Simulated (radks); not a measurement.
Charge is removed step by step from the 5s down level of Pm, starting from [Kr] 4d10 4f5 5s(up 1, down 1) 5p6 6s2. Calculated with a radial shooting solver on a logarithmic mesh with Libxc functionals: scalar-relativistic Kohn-Sham, PBE, spin-polarised, spherical densities, finite nucleus; open shells are filled with parallel spins first (spin-orbit coupling, left out, can overturn this in heavy ions); Fermi nuclear charge, rms radius 4.962 fm.

| removed (e) | E - E(0) (eV) | eigenvalue (eV) | E minus straight line (eV) |
|---|---|---|---|
| 0 | 0.000 | -40.358 | 0.000 |
| 0.1 | 4.081 | -41.328 | -0.465 |
| 0.2 | 8.261 | -42.321 | -0.832 |
| 0.3 | 12.541 | -43.336 | -1.098 |
| 0.4 | 16.923 | -44.370 | -1.262 |
| 0.5 | 21.410 | -45.422 | -1.322 |
| 0.6 | 26.003 | -46.490 | -1.275 |
| 0.7 | 30.704 | -47.573 | -1.121 |
| 0.8 | 35.513 | -48.669 | -0.858 |
| 0.9 | 40.433 | -49.779 | -0.485 |
| 1 | 45.464 | -50.900 | 0.000 |

Removing the whole electron costs 45.464 eV by Delta-SCF, against 40.358 eV from minus the eigenvalue at the starting occupation. Slater's transition state (half an electron removed) gives 45.422 eV. Integrating minus the eigenvalue over the occupation (Janak's theorem) gives 45.490 eV. In this scalar-relativistic scheme the density is built from large components alone, so the theorem holds only approximately. The mean slope of the eigenvalue, de/dn, is 10.5 eV per electron.
